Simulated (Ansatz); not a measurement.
Program: Ansatz. Geometries: PBE0-D4/def2-TZVP. ΔE: electronic, gas phase. CCSD(T)/CBS adds triple-zeta CCSD(T) − MP2 to the extrapolated MP2 energy (def2 sets, frozen cores). This one scheme is used for every species. Each species was taken in one conformer, which may not be the lowest.

Reaction (ligand exchange at the Si–N bond): `BN[SiH2]O` + `[SiH3]P` → `O[SiH2]P[SiH3]` + `BN`

```tsv
species	HF/def2-QZVPP energy (Eh)
`BN[SiH2]O`	-446.63408
`[SiH3]P`	-632.61731
`O[SiH2]P[SiH3]`	-997.69861
`BN`	-81.53399
```

Task: Work out ΔE.

Result: ΔE = (-997.69861) + (-81.53399) − (-446.63408) − (-632.61731) = 0.01879 Eh = +11.8 kcal/mol. CCSD(T)/CBS gives +6.8 kcal/mol.

Largest T1 diagnostic among the species: 0.013.

In def2-TZVPP, CCSD(T) changes the Hartree–Fock value by −4.2 kcal/mol (the triples alone add −0.9 kcal/mol) and MP2 by −4.5 kcal/mol. From PBE to PBE0 (25 % exact exchange), in def2-TZVPP and without D4, ΔE moves by +1.1 kcal/mol. The D4 term adds −1.5 kcal/mol with B3LYP and −0.8 kcal/mol with PBE0; it sums over pairs of atoms, weighted by their polarisabilities, and B3LYP, whose exchange is more repulsive, gets the larger term.

B3LYP here is the variant with VWN-RPA as its local correlation; programs differ in this.
